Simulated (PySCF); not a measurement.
Compound: C3H8Si.
SMILES with atom numbers: `[CH2:1]=[C:2]([CH3:3])[SiH3:4]` (hydrogens: H5, H6 on C1; H7, H8, H9 on C3; H10, H11, H12 on Si4)

Level of theory: core-valence-separated Tamm–Dancoff BHandHLYP/aug-pcX-1 (pcseg-1 on H, def2-SVPD on Si) in PySCF, non-relativistic, gas phase, PBE0-D3(BJ)/def2-SVP geometry. Absolute energies from this functional tend to lie a few eV below measured edges; no shift was applied.

(1) What does the C 1s absorption edge look like?

Answers

(1) 
```csv
E (eV),f,core hole on,main final orbital,polarisation
282.43,0.0411,C1,LUMO (75 %),normal to the local trigonal plane
282.44,0.0781,C2,LUMO (82 %),normal to the local trigonal plane
285.39,0.0010,C3,LUMO (93 %),–
285.58,0.0080,C3,LUMO+1 (71 %),–
285.88,0.0099,C1,LUMO+1 (42 %),in the local trigonal plane
286.12,0.0164,C2,LUMO+4 (36 %),in the local trigonal plane
286.32,0.0319,C3,LUMO+3 (48 %),–
286.39,0.0302,C1,LUMO+3 (50 %),in the local trigonal plane
286.55,0.0356,C3,LUMO+6 (53 %),–
286.66,0.0049,C2,LUMO+1 (73 %),in the local trigonal plane
286.87,0.0016,C2,LUMO+2 (48 %),in the local trigonal plane
287.00,0.0019,C3,LUMO+2 (41 %),–
287.13,0.0008,C1,LUMO+2 (39 %),–
287.18,0.0049,C1,LUMO+6 (43 %),normal to the local trigonal plane
287.23,0.0071,C2,LUMO+7 (47 %),normal to the local trigonal plane
```

The first line with a tenth or more of the strongest one's intensity is at 282.43 eV (f = 0.041), with the hole on C1 (terminal =CH2 carbon), polarised normal to the local trigonal plane: a 1s→π* resonance. The strongest listed is at 282.44 eV (f = 0.078; C2, 1s→π*).

Roots within 0.03 eV whose holes lie on the same, on equivalent or on shared atoms are summed into one line, and the highest roots are left out, as the search may have cut off their partners. Final orbitals are the ground state's empty Kohn–Sham orbitals. A dash: too weak, shared between unlike atoms, or no plane or axis to refer to.

What are the wavelength and the wavenumber of the 286.12 eV line?

λ = 12398.42 eV Å/286.12 eV = 43.333 Å; 2.3077 × 10⁶ cm⁻¹.

The list ends where the root search ended, not at a threshold.
